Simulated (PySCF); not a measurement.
Does the answer move with the share of exact exchange?

Species: C3H9NSi2.
SMILES: `CC#C[SiH2]N[SiH3]`

Torsions of this conformer, `[CH3:1][C:2]#[C:3][SiH2:4][NH:5][SiH3:6]`: C3–Si4–N5–Si6 93°.

PySCF, pcSseg-1 basis, density fitting, gas phase, PBE0-D3(BJ)/def2-SVP geometry. One functional is left out:

```
functional  exact exchange (%)  HOMO energy (eV)  LUMO energy (eV)  dipole moment (D)
     B97-D                   0             -6.07             -0.87              1.880
      BLYP                   0             -5.92             -0.84              1.871
      BP86                   0             -6.19             -1.09              1.914
       LDA                   0             -6.18             -1.24              1.946
      OPBE                   0             -6.08             -0.87              1.895
       PBE                   0             -6.07             -1.02              1.912
     B3LYP                  20             -7.15             -0.31              1.861
      PBE0                  25             -7.40             -0.14              1.896
  mPW1PW91                  25             -7.43             -0.13              1.878
 BHandHLYP                  50             -8.56              0.86              1.853
```

Question: Predict the row of B97-2 (21 % exact exchange) by straight lines through the other rows, and check it.

Answer: 
| property | line | computed | computed − line | B3LYP (20 %), for comparison |
| --- | --- | --- | --- | --- |
| HOMO energy (eV) | -7.16 | -7.15 | +0.01 | -7.15 |
| LUMO energy (eV) | -0.24 | -0.14 | +0.10 | -0.31 |
| dipole moment (D) | 1.882 | 1.877 | -0.005 | 1.861 |

Question: Which of these properties follows the share of exact exchange most closely, and which least?

Answer: Most closely the HOMO energy, least the dipole moment; the correlations over the tabulated rows are HOMO energy -0.996, LUMO energy 0.982, dipole moment -0.606. The HOMO energy moves by -0.506 eV for every 10 %. Functionals with the same share still differ in their other parts: at 0 % BLYP and BP86 differ by 0.27 eV in it.
